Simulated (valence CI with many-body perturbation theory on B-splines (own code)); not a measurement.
W XXV: calculated level list

Level of theory: relativistic CI+MBPT: four valence electrons over a frozen Dirac-Fock core [Kr] 4d10, radial functions for each j: 7 s, 7 p, 7 d, 7 f, 4 g, 2 h, with the one-electron correlation potential Σ1 (screened to all orders), the two-electron term Σ2, the three-electron term Σ3, Breit, model QED; selected single and double excitations, second order for the rest (own B-spline code, finite nucleus).

No measured spectrum was set against this ion. As an estimate, terms of the open shell hold to a few per cent of their energy, and close levels can change places.

Levels 136 to 180 of 201, with energies above the lowest level, (4f5/2^4) J=4. "Leading %" is the weight of the configuration and term that name the level; weights of strongly mixed levels are sums over their largest components and can fall short. In the jj column 3d3/2^4 stands for four electrons in 3d with j = 3/2. Lifetimes count E1, E2, E3, M1 and M2 decay at the calculated energies, and are blank where another channel may lead or the interval is too uncertain; long ones can be off by a factor of two.

| No. | Configuration | Term | J | E (cm⁻¹) | Leading % | g | Lifetime | Second component | Leading jj |
| --- | --- | --- | --- | --- | --- | --- | --- | --- | --- |
| 136 | 4f³5s | ³D° | 2 | 849770 | 23 | 1.328 | 1.22 μs | 22 % 4f³5s ⁵D° | 4f5/2 4f7/2^2 5s (47 %) |
| 137 | 4f³5s | ³P° | 0 | 850160 | 54 |  | 1.47 μs | 46 % 4f³5s ⁵D° | 4f5/2^2 4f7/2 5s (93 %) |
| 138 | 4f³5s | ⁵G° | 5 | 850900 | 61 | 1.188 | 1.08 μs | 26 % 4f³5s ³H° | 4f5/2 4f7/2^2 5s (74 %) |
| 139 | 4f³5s | ³G° | 4 | 851200 | 45 | 1.115 | 1.31 μs | 18 % 4f³5s ⁵G° | 4f5/2 4f7/2^2 5s (83 %) |
| 140 | 4f³5s | ⁵D° | 1 | 851360 | 34 | 1.375 | 964 ns | 27 % 4f³5s ³S° | 4f5/2^2 4f7/2 5s (64 %) |
| 141 | 4f³5s | ³G° | 3 | 854480 | 53 | 0.911 | 820 ns | 28 % 4f³5s ³F° | 4f5/2 4f7/2^2 5s (86 %) |
| 142 | 4f³5s | ³K° | 8 | 855100 | 50 | 1.098 | 1.66 μs | 24 % 4f³5s ³L° | 4f5/2^2 4f7/2 5s (64 %) |
| 143 | 4f³5s | ³D° | 1 | 856630 | 37 | 0.976 | 827 ns | 22 % 4f³5s ¹P° | 4f5/2^2 4f7/2 5s (58 %) |
| 144 | 4f³5s | ⁵D° | 3 | 857680 | 43 | 1.336 | 1.01 μs | 39 % 4f³5s ³D° | 4f5/2^2 4f7/2 5s (81 %) |
| 145 | 4f³5s | ³L° | 7 | 858790 | 49 | 0.967 | 1.06 μs | 25 % 4f³5s ¹K° | 4f5/2^2 4f7/2 5s (59 %) |
| 146 | 4f³5s | ³D° | 2 | 859570 | 43 | 1.255 | 1.04 μs | 32 % 4f³5s ⁵D° | 4f5/2^2 4f7/2 5s (59 %) |
| 147 | 4f³5s | ³G° | 4 | 861190 | 79 | 1.030 | 546 ns | 11 % 4f³5s ³H° | 4f5/2 4f7/2^2 5s (58 %) |
| 148 | 4f³5s | ³H° | 6 | 861310 | 57 | 1.210 | 999 ns | 35 % 4f³5s ⁵G° | 4f5/2^2 4f7/2 5s (37 %) |
| 149 | 4f³5s | ³I° | 5 | 866430 | 45 | 0.941 | 910 ns | 25 % 4f³5s ¹H° | 4f5/2^2 4f7/2 5s (68 %) |
| 150 | 4f³5s | ³D° | 1 | 866790 | 43 | 1.088 | 807 ns | 27 % 4f³5s ⁵D° | 4f5/2 4f7/2^2 5s (55 %) |
| 151 | 4f³5s | ³D° | 3 | 867190 | 72 | 1.324 | 1.01 μs | 14 % 4f³5s ⁵D° | 4f5/2 4f7/2^2 5s (87 %) |
| 152 | 4f³5s | ¹D° | 2 | 869430 | 46 | 1.154 | 668 ns | 14 % 4f³5s ³D° | 4f5/2^2 4f7/2 5s (46 %) |
| 153 | 4f³5s | ³I° | 6 | 871800 | 48 | 1.117 | 976 ns | 27 % 4f³5s ⁵G° | 4f5/2 4f7/2^2 5s (57 %) |
| 154 | 4f³5s | ³G° | 5 | 872020 | 51 | 1.179 | 1.22 μs | 19 % 4f³5s ⁵F° | 4f7/2^3 5s (66 %) |
| 155 | 4f³5s | ³D° | 2 | 873350 | 56 | 1.059 | 600 ns | 32 % 4f³5s ¹D° | 4f5/2 4f7/2^2 5s (58 %) |
| 156 | 4f³5s | ⁵D° | 0 | 874820 | 54 |  | 789 ns | 46 % 4f³5s ³P° | 4f5/2 4f7/2^2 5s (93 %) |
| 157 | 4f³5s | ³H° | 4 | 877150 | 39 | 0.999 | 867 ns | 28 % 4f³5s ³F° | 4f5/2 4f7/2^2 5s (43 %) |
| 158 | 4f³5s | ³G° | 5 | 878480 | 62 | 1.084 | 601 ns | 27 % 4f³5s ³I° | 4f5/2 4f7/2^2 5s (83 %) |
| 159 | 4f³5s | ⁵D° | 4 | 879770 | 93 | 1.477 | 950 ns | 5 % 4f³5s ³F° | 4f5/2 4f7/2^2 5s (69 %) |
| 160 | 4f³5s | ³D° | 1 | 881470 | 42 | 0.974 | 459 ns | 24 % 4f³5s ⁵D° | 4f5/2 4f7/2^2 5s (82 %) |
| 161 | 4f³5s | ³I° | 7 | 882820 | 90 | 1.125 | 1.25 μs | 7 % 4f³5s ³K° | 4f5/2 4f7/2^2 5s (92 %) |
| 162 | 4f³5s | ³L° | 8 | 884000 | 65 | 1.050 | 949 ns | 30 % 4f³5s ³K° | 4f5/2 4f7/2^2 5s (58 %) |
| 163 | 4f³5s | ³D° | 2 | 884100 | 34 | 1.247 | 942 ns | 21 % 4f³5s ³P° | 4f5/2 4f7/2^2 5s (68 %) |
| 164 | 4f³5s | ³L° | 9 | 886230 | 100 | 1.109 | 1.01 μs |  | 4f5/2 4f7/2^2 5s (100 %) |
| 165 | 4f³5s | ³L° | 7 | 886340 | 43 | 0.959 | 715 ns | 34 % 4f³5s ¹K° | 4f7/2^3 5s (51 %) |
| 166 | 4f³5s | ³D° | 1 | 886960 | 62 | 0.805 | 547 ns | 14 % 4f³5s ³P° | 4f5/2 4f7/2^2 5s (58 %) |
| 167 | 4f³5s | ¹I° | 6 | 887800 | 59 | 1.010 | 928 ns | 32 % 4f³5s ³I° | 4f5/2 4f7/2^2 5s (88 %) |
| 168 | 4f³5s | ³H° | 5 | 889540 | 47 | 1.062 | 614 ns | 27 % 4f³5s ¹H° | 4f5/2 4f7/2^2 5s (37 %) |
| 169 | 4f³5s | ³H° | 4 | 889540 | 54 | 0.919 | 575 ns | 18 % 4f³5s ³G° | 4f7/2^3 5s (52 %) |
| 170 | 4f³5s | ¹L° | 8 | 893020 | 84 | 1.005 | 724 ns | 11 % 4f³5s ³L° | 4f5/2 4f7/2^2 5s (90 %) |
| 171 | 4f³5s | ³D° | 3 | 893060 | 59 | 1.309 | 424 ns | 24 % 4f³5s ⁵D° | 4f5/2 4f7/2^2 5s (67 %) |
| 172 | 4f³5s | ³D° | 3 | 898060 | 42 | 1.215 | 357 ns | 39 % 4f³5s ³F° | 4f5/2 4f7/2^2 5s (83 %) |
| 173 | 4f³5s | ³F° | 2 | 898530 | 42 | 0.966 | 487 ns | 18 % 4f³5s ³D° | 4f5/2 4f7/2^2 5s (73 %) |
| 174 | 4f³5s | ³D° | 2 | 904130 | 48 | 1.122 | 441 ns | 18 % 4f³5s ¹D° | 4f7/2^3 5s (52 %) |
| 175 | 4f³5s | ³D° | 1 | 904590 | 68 | 0.721 | 526 ns | 20 % 4f³5s ¹P° | 4f7/2^3 5s (68 %) |
| 176 | 4f³5s | ³H° | 6 | 905340 | 60 | 1.125 | 563 ns | 22 % 4f³5s ¹I° | 4f7/2^3 5s (61 %) |
| 177 | 4f³5s | ¹H° | 5 | 909560 | 47 | 1.009 | 571 ns | 19 % 4f³5s ³H° | 4f7/2^3 5s (68 %) |
| 178 | 4f³5s | ³F° | 4 | 917510 | 88 | 1.246 | 432 ns | 4 % 4f³5s ⁵D° | 4f5/2 4f7/2^2 5s (51 %) |
| 179 | 4f³5s | ³D° | 3 | 919660 | 51 | 1.217 | 419 ns | 40 % 4f³5s ³F° | 4f7/2^3 5s (68 %) |
| 180 | 4f³5s | ¹D° | 2 | 924240 | 46 | 0.979 | 400 ns | 30 % 4f³5s ³D° | 4f7/2^3 5s (78 %) |

Where two levels of one J and parity lie close, their mixing, g and order are uncertain.
